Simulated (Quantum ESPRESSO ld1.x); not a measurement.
The run below uses ld1.x (Quantum ESPRESSO 7.5).

```
 &input
    atom='K',
    iswitch=1,
    rel=1,
    lsd=1,
    dft='PZ',
    config='[Ar] 4s0 3d0',
    verbosity='high',
    prefix='ld1',
    max_out_wfc=37,
    file_charge='ld1.rho',
 /
```

Command: `OMP_NUM_THREADS=1 ld1.x < ld1.in > ld1.out`

Standard output:

```
     Program LD1 v.7.5 starts

     --------------------------- All-electron run ----------------------------

     scalar relativistic calculation

     atomic number is 19.00
     dft =PZ   lsd =1 sic =0 latt =0  beta=0.20 tr2=1.0E-14
     Exchange-correlation= PZ
                           (   1   1   0   0   0   0   0)
     mesh =1945 r(mesh) = 100.23937 a.u. xmin = -8.00 dx = 0.00800
     1 Ry =  13.60569312 eV, c = 137.03599908

     n l     nl                  e(Ry)          e(Ha)          e(eV)
     1 0     1S 1( 1.00)    -258.552479701    -129.276239851  -3517.7856950
     2 0     2S 1( 1.00)     -26.348005430     -13.174002715   -358.4828763
     2 1     2P 1( 3.00)     -21.039162939     -10.519581470   -286.2523945
     3 0     3S 1( 1.00)      -3.039631935      -1.519815968    -41.3562993
     3 1     3P 1( 3.00)      -1.835306005      -0.917653003    -24.9706103
     4 0     4S 1( 0.00)      -0.450274189      -0.225137094     -6.1262924
     3 2     3D 1( 0.00)      -0.286194067      -0.143097034     -3.8938687
     1 0     1S 2( 1.00)    -258.552479701    -129.276239851  -3517.7856950
     2 0     2S 2( 1.00)     -26.348005430     -13.174002715   -358.4828763
     2 1     2P 2( 3.00)     -21.039162939     -10.519581470   -286.2523945
     3 0     3S 2( 1.00)      -3.039631935      -1.519815968    -41.3562993
     3 1     3P 2( 3.00)      -1.835306005      -0.917653003    -24.9706103
     4 0     4S 2( 0.00)      -0.450274189      -0.225137094     -6.1262924
     3 2     3D 2( 0.00)      -0.286194067      -0.143097034     -3.8938687

     final scf error:  2.3E-15 reached in  28 iterations

     Etot =   -1200.788763 Ry,    -600.394381 Ha,  -16337.563415 eV
     Total magnetization:    0.00 Bohr mag.

     Ekin =    1207.198858 Ry,     603.599429 Ha,   16424.777198 eV
     Encl =   -2852.749461 Ry,   -1426.374730 Ha,  -38813.633718 eV
     Eh   =     508.099449 Ry,     254.049724 Ha,    6913.045174 eV
     Exc  =     -63.337609 Ry,     -31.668804 Ha,    -861.752068 eV

     normalization and overlap integrals

     s(1S/1S) =  1.000000  <r> =   0.0812  <r2> =    0.0089  r(max) =   0.0531
     s(1S/2S) = -0.001568
     s(1S/3S) = -0.000533
     s(1S/4S) = -0.000168
     s(2S/2S) =  1.000000  <r> =   0.3890  <r2> =    0.1795  r(max) =   0.3184
     s(2S/3S) = -0.000286
     s(2S/4S) = -0.000089
     s(2P/2P) =  1.000000  <r> =   0.3512  <r2> =    0.1530  r(max) =   0.2628
     s(2P/3P) = -0.000216
     s(3S/3S) =  1.000000  <r> =   1.2684  <r2> =    1.8651  r(max) =   1.0742
     s(3S/4S) = -0.000046
     s(3P/3P) =  1.000000  <r> =   1.4272  <r2> =    2.4188  r(max) =   1.1544
     s(4S/4S) =  1.000000  <r> =   4.0221  <r2> =   18.4983  r(max) =   3.4266
     s(3D/3D) =  1.000000  <r> =   2.8938  <r2> =   11.1888  r(max) =   1.7781
     s(1S/1S) =  1.000000  <r> =   0.0812  <r2> =    0.0089  r(max) =   0.0531
     s(1S/2S) = -0.001568
     s(1S/3S) = -0.000533
     s(1S/4S) = -0.000168
     s(2S/2S) =  1.000000  <r> =   0.3890  <r2> =    0.1795  r(max) =   0.3184
     s(2S/3S) = -0.000286
     s(2S/4S) = -0.000089
     s(2P/2P) =  1.000000  <r> =   0.3512  <r2> =    0.1530  r(max) =   0.2628
     s(2P/3P) = -0.000216
     s(3S/3S) =  1.000000  <r> =   1.2684  <r2> =    1.8651  r(max) =   1.0742
     s(3S/4S) = -0.000046
     s(3P/3P) =  1.000000  <r> =   1.4272  <r2> =    2.4188  r(max) =   1.1544
     s(4S/4S) =  1.000000  <r> =   4.0221  <r2> =   18.4983  r(max) =   3.4266
     s(3D/3D) =  1.000000  <r> =   2.8938  <r2> =   11.1888  r(max) =   1.7781

     ------------------------ End of All-electron run ------------------------
```

Run on one thread of a shared host, so times are rough (Intel(R) Xeon(R) Processor @ 2.60GHz): 0.72 s of CPU time, 0.75 s wall, 28 iterations on 1945 mesh points.
